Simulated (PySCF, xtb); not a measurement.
AlClBr₂, SMILES [Cl][Al]([Br])[Br].

xtb 6.7.1 with GFN2-xTB at its own geometry gives an orbital gap of 4.29 eV and a dipole moment of 3.78 D.

Coordinates come from a r2SCAN-D4/def2-SVP optimisation. The structure was generated by enumeration; whether it is a known compound was not checked.

Q: What does PBE/def2-TZVP run with PySCF give? (The exact figures need the calculation; the answer reports its results.)

A: gap 5.14 eV (levels -7.49 and -2.35 eV), dipole 0.23 D.
